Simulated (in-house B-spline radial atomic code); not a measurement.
## RPA and G0W0 on PBE: Eu III (Eu2+)

Configuration [Xe] 4f7, highest spin, mean-field start PBE. Computed with an all-electron radial atomic-structure program (B-spline basis): all electrons, scalar-relativistic (spin-free one-electron X2C), finite nucleus, each spin shell either full or empty, empty states to l = 9 with an (l + 1/2)⁻⁴ tail; G0W0 by contour deformation at full frequency.

Without the two-electron picture change, the correlation of inner shells comes somewhat too large for so heavy an element.

Command:
```bash
python run_gw.py task.json out
```
Settings (radii: box in bohr, nucleus in fm):
```
Z                        63
electrons                61
configuration            [Xe] 4f7
hamiltonian              x2c
method                   pbe,pbe
lmax                     9
rms_radius               5.1115
spin_polarised           True
box_radius               17.55
intervals                69
```

Run time, properties included: 12 s on 1 thread of Arm Neoverse N1, on a shared host.

Energies (hartree):

```csv
term,value
mean-field total,-10842.81165
Hartree-Fock functional on these orbitals,-10839.05951
direct second order,-6.2393
second-order exchange,1.656
SOSEX correction,1.5061
```

Question: What is the RPA correlation energy, and what remains with SOSEX?

Answer: RPA gives -5.2717 hartree (-2.35 eV per electron); RPA + SOSEX gives -3.7656, and the second-order doubles -4.5832 hartree (no singles). SOSEX takes back 29 % of the RPA value.

Quasi-particle levels (eV):

```tsv
level	occupied	mean field	Σx - vxc	Σc	QP weight	G0W0
4f up	yes	-17.648	-10.96	?	?	?
5p down	yes	-35.72	-5.69	-0.55	0.893	-41.97
6s up	no	-14.134	4.07	-1.30	0.957	-11.363
```

G0W0 = mean field + (Σx - vxc) + Σc, with Σc (partial-wave tail included) taken at the quasi-particle energy. Only the outer levels were computed. Levels of low weight are left out.

Question: Where does G0W0 put 4f up?

Answer: At -24.766 eV, with Σc = 3.84 eV and a quasi-particle weight of 0.789. The tabulated removal energy is 24.84 ± 0.03 eV (NIST, semi-empirical); the calculation leaves out spin-orbit coupling, Breit and QED terms, and what these don't explain is the method's own error.
